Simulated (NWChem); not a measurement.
## Atomisation of iodine (I₂)

SMILES: II
```xyz
2

I      0.0000     0.0000     1.3412
I      0.0000     0.0000    -1.3412
```
Charge 0, spin multiplicity 1.

Program: NWChem. Structure: optimised with PBE0/def2-SVP with def2 effective core potentials on I, a minimum by its harmonic frequencies.

Basis set: def2-TZVP. The atomisation energy is electronic alone: no zero-point, thermal, spin-orbit or counterpoise terms. No value is extrapolated to the basis-set limit. Free atoms are single determinants with multiplicities I 2.

Effective core potentials replace the inner electrons of I; spin-orbit coupling is left out. No SCF solution was tested for a lower state.

Question: One of these methods gave an atomisation energy of 46.5 kcal/mol. Which?
(A) PBE0
(B) M06-2X
(C) TPSS
(D) LC-wPBE (omega 0.3 per bohr)

Answer: A, PBE0. The others give 49.4 (TPSS), 41.6 (LC-wPBE (omega 0.3 per bohr)), 33.8 (M06-2X).
